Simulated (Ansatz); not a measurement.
Two isomers of CH8GeN2: A = `N[CH2][GeH2][NH2]`, B = `[CH3][GeH]([NH2])[NH2]`.

Computed with Ansatz on PBE0-D4/def2-TZVP structures; ΔE is electronic, products minus reactants. CCSD(T)/CBS is the MP2 limit (def2-TZVPP, def2-QZVPP) plus CCSD(T) − MP2 in def2-TZVPP, frozen cores. Functionals use def2-TZVPP. B3LYP here is the variant with VWN-RPA as its local correlation; programs differ in this. For Ge outer-core shells are correlated without core-valence functions, which leaves a few kJ/mol of doubt a bond. Scalar relativity is left out up to krypton. Each species was taken in one conformer, which may not be the lowest.

Question: Which is lower in electronic energy at CCSD(T)/CBS, and by how much? (An estimate is asked.)

Answer: The calculation gave: B, by 27.1 kcal/mol.

Question: Give E(B) − E(A) in kcal/mol with PBE0-D4, ωB97M-V, PBE-D4, B3LYP, B3LYP-D4, HF/def2-TZVPP, r2SCAN-D4. (Estimate.)

Answer: Computed: PBE0-D4 -25.5, ωB97M-V -26.4, PBE-D4 -24.8, B3LYP -25.6, B3LYP-D4 -26.0, HF/def2-TZVPP -26.9, r2SCAN-D4 -26.9. None reverses the order clearly.

Largest T1 diagnostic: 0.010.

From PBE to PBE0 (25 % exact exchange), in def2-TZVPP and without D4, E(B) − E(A) moves by −0.7 kcal/mol.
